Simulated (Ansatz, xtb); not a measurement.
## A ladder of methods for SnCl2 (SMILES [Cl][Sn][Cl])

SnCl2 has 3 atoms, charge 0, and is taken as a singlet. As SMILES, `[Cl][Sn][Cl]`. Geometry: a GFN2-xTB relaxation, a rough one for these elements and not checked as a minimum.

```xyz
3

Sn    0.0049   -0.0072   -1.0237
Cl    1.8126   -0.0190    0.5210
Cl   -1.8175    0.0262    0.5027
```

Each level gives the HOMO–LUMO gap (eV). The values are calculated.

```csv
level,kind,program,value (eV),CPU time
GFN2-xTB,semi-empirical,xtb,4.10,under 2 s
HF/def2-SVP (core potential),Hartree–Fock,Ansatz,9.80,0.81 s
SVWN5/def2-SVP (core potential),LDA,Ansatz,3.05,1.2 s
PBE/def2-SVP (core potential),GGA,Ansatz,3.10,5 s
r2SCAN/def2-SVP (core potential),meta-GGA,Ansatz,3.45,3.5 s
B3LYP/def2-SVP (core potential),global hybrid,Ansatz,4.41,5 s
PBE0/def2-SVP (core potential),global hybrid,Ansatz,4.83,2 s
CAM-B3LYP/def2-SVP (core potential),range-separated hybrid,Ansatz,6.94,7.2 s
```

The values span 3.05 to 9.80 eV. Orbital gaps aren't excitation energies; they tend to grow with the share of exact exchange. Times are those of the runs behind each value, whatever else they computed, on shared processors of several kinds: orders of magnitude only.
